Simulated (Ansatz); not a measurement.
Reaction (formal exchange of groups at the Si–O bond): `[AlH2][O][SiH3]` + `B[CH2][GeH3]` → `B[CH]([SiH3])[GeH3]` + `[OH][AlH2]`

Gas-phase electronic energies from Ansatz, PBE0-D4/def2-TZVP geometries. CBS: MP2 limit from def2 TZ/QZ plus the TZ coupled-cluster correction, frozen cores. This one scheme is used for every species. Functionals use def2-TZVPP. For Ge outer-core shells are correlated without core-valence functions, which leaves a few kJ/mol of doubt a bond. Scalar relativity is left out up to krypton.

CCSD(T)/CBS gives +0.98 eV.

(1) Another level gave +1.05 eV. Which?
A. MP2/def2-TZVPP
B. CCSD/def2-TZVPP
C. B2PLYP/def2-TZVPP
D. HF/def2-TZVPP

Largest T1 diagnostic among the species: 0.012.

Results:

(1) B. CCSD/def2-TZVPP 1.05, MP2/def2-TZVPP 0.98, B2PLYP 1.10, HF/def2-TZVPP 1.36 eV.

From PBE to PBE0 (25 % exact exchange), in def2-TZVPP and without D4, ΔE moves by +0.06 eV. The D4 term adds −0.09 eV with B3LYP and −0.05 eV with PBE0; it sums over pairs of atoms, weighted by their polarisabilities, and B3LYP, whose exchange is more repulsive, gets the larger term.

B3LYP here is the variant with VWN-RPA as its local correlation; programs differ in this.
